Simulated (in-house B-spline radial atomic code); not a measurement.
A fraction x of an electron is removed from 4d in Gd³⁺, starting from [Xe] 4f7 and keeping the highest spin. Method: scalar-relativistic (X2C) PW91, spin-polarised, spherical fractional occupations, Fermi nucleus of rms radius 5.1569 fm. Calculated with an all-electron radial atomic-structure program (B-spline basis).

| x | E(x) - E(0) (eV) | 4d down level (eV) |
| --- | --- | --- |
| 0 | 0.0000 | -168.560 |
| 0.02 | 3.3753 | -168.974 |
| 0.24 | 41.0559 | -173.597 |
| 0.33 | 56.7660 | -175.522 |
| 0.43 | 74.4260 | -177.682 |
| 0.5 | ? | ? |
| 0.6 | 104.9476 | -181.405 |
| 0.72 | 126.8758 | -184.070 |
| 0.87 | ? | ? |
| 0.92 | 164.1390 | -188.575 |

Task: What belongs in the row x = 0.5?

Result: An energy change of 86.9171 eV; 4d down at -179.208 eV.

Task: What belongs in the row x = 0.87?

Result: An energy change of 154.7386 eV; 4d down at -187.441 eV.

Task: Check Janak's theorem between x = 0.02 and 0.24.

Result: The slope of the energy is 171.28 eV; the orbital levels give 171.29 eV (-ε of the emptying orbital, averaged over the two points).
